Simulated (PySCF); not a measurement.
Two species compared at the same levels of theory.

First species: Benzo[b]thiophene, C8H6S.
Structure used (GFN2-xTB), in Å, numbered top down from 1:
```xyz
15
C8H6S angstrom
C     -1.8651   -0.8363    0.0325
C     -2.0983    0.5327   -0.1006
C     -1.0491    1.4267   -0.1588
C      0.2428    0.9294   -0.0819
S      1.7236    1.8442   -0.1302
C      2.6510    0.3887    0.0258
C      1.8969   -0.7256    0.1098
C      0.4978   -0.4490    0.0512
C     -0.5826   -1.3309    0.1082
H     -2.7049   -1.5140    0.0766
H     -3.1135    0.8958   -0.1585
H     -1.2212    2.4871   -0.2615
H      3.7207    0.4675    0.0447
H      2.2988   -1.7181    0.2098
H     -0.4012   -2.3903    0.2111
```

Second species: C6H8ClFO.
Cartesian coordinates in Å at the GFN2-xTB level; atoms count from 1:
```xyz
17
C6H8ClFO angstrom
C     -2.8015   -0.8052   -0.7034
C     -1.5535   -0.4242   -0.8940
C     -0.9840    0.8716   -0.3990
C      0.1335    0.5937    0.5799
O      1.0945    1.6044    0.8310
C      1.5315    0.4965    0.1482
F      1.7961    0.7167   -1.1714
C      2.5539   -0.4062    0.7841
Cl     2.1556   -2.1104    0.4410
H     -3.1725   -1.7445   -1.0750
H     -3.5090   -0.1883   -0.1738
H     -0.8560   -1.0572   -1.4257
H     -1.7533    1.4662    0.0966
H     -0.5828    1.4476   -1.2362
H     -0.1532    0.0253    1.4616
H      3.5440   -0.2050    0.3743
H      2.5495   -0.2689    1.8645
```

Levels: PBE0/def2-SVPD for dipole moment, HOMO energy, LUMO energy, HOMO–LUMO gap, static isotropic polarisability and electronic spatial extent ⟨r²⟩ about the centre of nuclear charge; TDDFT PBE0/def2-SVPD for lowest singlet excitation; TDA PBE0/def2-SVPD for lowest triplet excitation (Tamm–Dancoff); GFN2-xTB for rotational constant A and rotational constant C. Geometries: GFN2-xTB. All species are isolated and taken at one optimised geometry, non-relativistic unless stated. Electronic properties by PySCF.

The conformers computed, where there is a choice (atom-mapped SMILES and torsion angles):
- `[CH2:1]=[CH:2][CH2:3][C@@H:4]1[O:5][C@@:6]1([F:7])[CH2:8][Cl:9]`: C1–C2–C3–C4 118°, C2–C3–C4–O5 159°, O5–C6–C8–Cl9 140°

Values for the first species:

- Dipole moment: 0.68 D
- HOMO energy: -6.41 eV
- LUMO energy: -0.86 eV
- HOMO–LUMO gap: 5.55 eV
- Lowest singlet excitation: 4.75 eV
- Lowest triplet excitation (Tamm–Dancoff): 3.44 eV
- Static isotropic polarisability: 107.7 au
- Electronic spatial extent ⟨r²⟩ about the centre of nuclear charge: 1199 bohr²
- Rotational constant A: 3.187 GHz
- Rotational constant C: 0.935 GHz

Estimate the same properties for the second species, and the change in each.

```csv
property,first,second,second less first
dipole moment,0.68 D,1.24 D,+0.56 D
HOMO energy,-6.41 eV,-7.81 eV,-1.40 eV
LUMO energy,-0.86 eV,-0.01 eV,+0.85 eV
HOMO–LUMO gap,5.55 eV,7.80 eV,+2.25 eV
lowest singlet excitation,4.75 eV,7.01 eV,+2.26 eV
lowest triplet excitation (Tamm–Dancoff),3.44 eV,4.46 eV,+1.02 eV
static isotropic polarisability,107.7 au,88.0 au,-19.7 au
electronic spatial extent ⟨r²⟩ about the centre of nuclear charge,1199 bohr²,1626 bohr²,+427 bohr²
rotational constant A,3.187 GHz,1.781 GHz,-1.406 GHz
rotational constant C,0.935 GHz,0.713 GHz,-0.222 GHz
```

On the first: The 8 singlets span 4.75 to 6.42 eV, and their oscillator strengths add up to 0.71. No computed singlet falls in the visible range (750 to 380 nm, 1.65 to 3.26 eV); S1 lies 1.49 eV above its blue end.

On the second: The vertical singlet–triplet gap S1 − T1 is 2.55 eV (TDDFT singlet less Tamm–Dancoff triplet; S1: HOMO→LUMO+1, weight 0.79; T1: HOMO→LUMO, weight 0.91). The dipole equals about 4.2 × 10⁻³⁰ C·m (1 D = 3.33564 × 10⁻³⁰ C·m).
